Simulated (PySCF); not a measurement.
**Ionisation energy of Cd by level of theory**

Cd [Kr] 4d10 5s2 (1S) → Cd⁺ [Kr] 4d10 5s1 (2S), as a difference of total energies. All numbers are calculated (PySCF 2.14, a scalar-relativistic core potential, in cc-pVDZ-PP with ECP28MDF). Correlated levels: valence: 4s2 4p6 frozen. The calculations carry no spin-orbit coupling.

| method | ionisation energy (eV) | error (eV) |
| --- | --- | --- |
| UHF | 7.435 | -1.559 |
| M06-2X | 8.891 | -0.103 |
| PBE | 9.226 | +0.232 |
| MP2 (valence) | 8.609 | -0.385 |
| SCS-MP2 (valence) | 8.607 | -0.387 |
| CCSD (valence) | 8.622 | -0.372 |
| CCSD(T) (valence) | 8.701 | -0.293 |

Reference: 8.994 eV (measured; NIST Atomic Spectra Database, ionization energies).

Errors of the correlated levels include the incompleteness of this basis and the frozen core.
